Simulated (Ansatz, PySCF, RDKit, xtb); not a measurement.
Complex: H2 (SMILES [H][H]) (first 2 atoms) with CH3NO (SMILES NC=O); geometry from B3LYP-D3(BJ)/def2-TZVP, rigid monomers moved along the line of their centres of mass till H1···O5 is 2.36 Å.
(charge 0, multiplicity 1):
```csv
atom,x (Å),y (Å),z (Å)
H,-0.3146,-0.2150,0.4739
H,0.0056,-0.0064,-0.1675
N,0.9591,0.6830,3.0453
C,-0.1155,-0.0300,3.4615
O,-0.9070,-0.5827,2.7313
H,1.1391,0.7792,2.0590
H,1.5801,1.1198,3.7029
H,-0.2017,-0.0588,4.5631
```

Counterpoise-corrected where a basis set is named; no monomer relaxation. RDKit's UFF carries no charges.

Run with Ansatz (an electronic-structure program); PySCF for the dispersion terms; RDKit for the force fields; xtb for the GFN methods. Values without a source in brackets are computed.

Problem. One of these levels gives 0.49 kcal/mol for the interaction energy. Name it.
A. GFN-FF
B. PBE-D3(BJ)/def2-TZVPPD
C. HF/aug-cc-pVDZ
D. UFF

Solution. C, HF/aug-cc-pVDZ. The others give 1.12 (UFF), -0.57 (GFN-FF), -1.03 (PBE-D3(BJ)/def2-TZVPPD)
